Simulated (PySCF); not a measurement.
BeCl$_{2}$, charge +1, doublet, at a GFN2-xTB geometry (such geometries of metal compounds can be far from the true shape) (a state made from the parent by changing its charge; the spin is typed, not shown lowest); M06/def2-SV(P) run with PySCF.

Here is a job for PySCF.
```python
from pyscf import gto, scf, dft

mol = gto.Mole()
mol.atom = '''
    Be    0.000000    0.000000    0.000000
    Cl   -0.000000   -0.000000   -1.791578
    Cl    0.000000    0.000000    1.791578
'''
mol.basis = 'def2-sv(p)'
mol.charge = 1
mol.spin = 1
mol.verbose = 4
mol.build()

mf = dft.UKS(mol)
mf.xc = 'm06'
mf.kernel()
```

What the program printed (banner, timings and long lists left out):

```
PySCF version 2.14.0

[INPUT] verbose = 4
[INPUT] num. atoms = 3
[INPUT] num. electrons = 37
[INPUT] charge = 1
[INPUT] spin (= nelec alpha-beta = 2S) = 1
[INPUT] symmetry False subgroup None
[INPUT] Mole.unit = angstrom
[INPUT] Symbol           X                Y                Z      unit          X                Y                Z       unit  Magmom
[INPUT]  1 Be     0.000000000000   0.000000000000   0.000000000000 AA    0.000000000000   0.000000000000   0.000000000000 Bohr   0.0
[INPUT]  2 Cl     0.000000000000   0.000000000000  -1.791578000000 AA    0.000000000000   0.000000000000  -3.385591750796 Bohr   0.0
[INPUT]  3 Cl     0.000000000000   0.000000000000   1.791578000000 AA    0.000000000000   0.000000000000   3.385591750796 Bohr   0.0

nuclear repulsion = 82.8510997919488
number of shells = 21
number of NR pGTOs = 91
number of NR cGTOs = 45
basis = def2-sv(p)
ecp = {}

******** <class 'pyscf.dft.uks.UKS'> ********
method = UKS
initial guess = minao
damping factor = 0
level_shift factor = 0
DIIS = <class 'pyscf.scf.diis.CDIIS'>
diis_start_cycle = 1
diis_space = 8
diis_damp = 0
SCF conv_tol = 1e-09
SCF conv_tol_grad = None
SCF max_cycles = 50
direct_scf = True
direct_scf_tol = 1e-13
number electrons alpha = 19  beta = 18
XC library pyscf.dft.libxc version 7.1.2
    S. Lehtola, C. Steigemann, M. J. T. Oliveira, and M. A. L. Marques,  SoftwareX 7, 1–5 (2018)
XC functionals = m06
    Y. Zhao and D. G. Truhlar,  Theor. Chem. Acc. 120, 215 (2008)
    Y. Zhao and D. G. Truhlar,  Theor. Chem. Acc. 120, 215 (2008)
radial grids:
    Treutler-Ahlrichs [JCP 102, 346 (1995); DOI:10.1063/1.469408] (M4) radial grids

becke partition: Becke, JCP 88, 2547 (1988); DOI:10.1063/1.454033
pruning grids: <function nwchem_prune>
grids dens level: 3
symmetrized grids: False
atomic radii adjust function: <function treutler_atomic_radii_adjust>
small_rho_cutoff = 0
Set gradient conv threshold to 3.16228e-05
tot grids = 51488
init E= -935.108250593536

cycle= 1 E= -934.498841616614  delta_E= 0.609  |g|= 0.121  |ddm|= 1.54
cycle= 2 E= -934.507358290356  delta_E= -0.00852  |g|= 0.0936  |ddm|= 0.352
cycle= 3 E= -934.513256345394  delta_E= -0.0059  |g|= 0.018  |ddm|= 0.146
cycle= 4 E= -934.513467337881  delta_E= -0.000211  |g|= 0.00509  |ddm|= 0.0283
cycle= 5 E= -934.513491088462  delta_E= -2.38e-05  |g|= 0.00135  |ddm|= 0.0095
cycle= 6 E= -934.513495743365  delta_E= -4.65e-06  |g|= 0.000382  |ddm|= 0.00544
cycle= 7 E= -934.513496109011  delta_E= -3.66e-07  |g|= 4.59e-05  |ddm|= 0.0019
cycle= 8 E= -934.513496126348  delta_E= -1.73e-08  |g|= 2.82e-05  |ddm|= 0.000384
cycle= 9 E= -934.513496142667  delta_E= -1.63e-08  |g|= 2.78e-05  |ddm|= 0.000395
cycle= 10 E= -934.513496156635  delta_E= -1.4e-08  |g|= 2.78e-05  |ddm|= 0.000339
cycle= 11 E= -934.513496090148  delta_E= 6.65e-08  |g|= 2.77e-05  |ddm|= 0.00162
cycle= 12 E= -934.51349302289  delta_E= 3.07e-06  |g|= 0.000293  |ddm|= 0.0769
cycle= 13 E= -934.513490706842  delta_E= 2.32e-06  |g|= 0.000844  |ddm|= 0.0526
cycle= 14 E= -934.5134927733  delta_E= -2.07e-06  |g|= 0.000344  |ddm|= 0.0464
cycle= 15 E= -934.513492785987  delta_E= -1.27e-08  |g|= 0.000341  |ddm|= 0.000314
cycle= 16 E= -934.51349384253  delta_E= -1.06e-06  |g|= 0.000159  |ddm|= 0.0266
cycle= 17 E= -934.513491273003  delta_E= 2.57e-06  |g|= 0.000691  |ddm|= 0.062
cycle= 18 E= -934.51349227185  delta_E= -9.99e-07  |g|= 0.000451  |ddm|= 0.0228
cycle= 19 E= -934.513494323887  delta_E= -2.05e-06  |g|= 9.98e-05  |ddm|= 0.0514
cycle= 20 E= -934.513494710396  delta_E= -3.87e-07  |g|= 5.88e-05  |ddm|= 0.00977
cycle= 21 E= -934.513494741602  delta_E= -3.12e-08  |g|= 5.98e-05  |ddm|= 0.000797
cycle= 22 E= -934.513494695251  delta_E= 4.64e-08  |g|= 3.06e-05  |ddm|= 0.00124
cycle= 23 E= -934.513480086641  delta_E= 1.46e-05  |g|= 0.00303  |ddm|= 0.243
cycle= 24 E= -934.513491855581  delta_E= -1.18e-05  |g|= 0.000189  |ddm|= 0.166
cycle= 25 E= -934.513475428494  delta_E= 1.64e-05  |g|= 0.00376  |ddm|= 0.203
cycle= 26 E= -934.513475365243  delta_E= 6.33e-08  |g|= 0.00377  |ddm|= 0.00155
cycle= 27 E= -934.513492129352  delta_E= -1.68e-05  |g|= 5.16e-05  |ddm|= 0.209
cycle= 28 E= -934.513486131095  delta_E= 6e-06  |g|= 0.00171  |ddm|= 0.145
cycle= 29 E= -934.513478597231  delta_E= 7.53e-06  |g|= 0.00329  |ddm|= 0.0956
cycle= 30 E= -934.513486267477  delta_E= -7.67e-06  |g|= 0.00156  |ddm|= 0.0404
cycle= 31 E= -934.513488566316  delta_E= -2.3e-06  |g|= 0.000235  |ddm|= 0.0296
cycle= 32 E= -934.513488478659  delta_E= 8.77e-08  |g|= 0.000208  |ddm|= 0.0294
cycle= 33 E= -934.513488516922  delta_E= -3.83e-08  |g|= 2.39e-05  |ddm|= 0.00383
cycle= 34 E= -934.513488516264  delta_E= 6.57e-10  |g|= 3.86e-05  |ddm|= 0.00161
cycle= 35 E= -934.513488515844  delta_E= 4.2e-10  |g|= 4.29e-05  |ddm|= 0.000468
cycle= 36 E= -934.513488517466  delta_E= -1.62e-09  |g|= 2.7e-06  |ddm|= 0.000914
cycle= 37 E= -934.513488517474  delta_E= -7.39e-12  |g|= 1.52e-07  |ddm|= 4.92e-05
Extra cycle  E= -934.513488517473  delta_E= 9.09e-13  |g|= 3.55e-07  |ddm|= 6.69e-07
converged SCF energy = -934.513488517473  <S^2> = 0.75838854  2S+1 = 2.008371
```
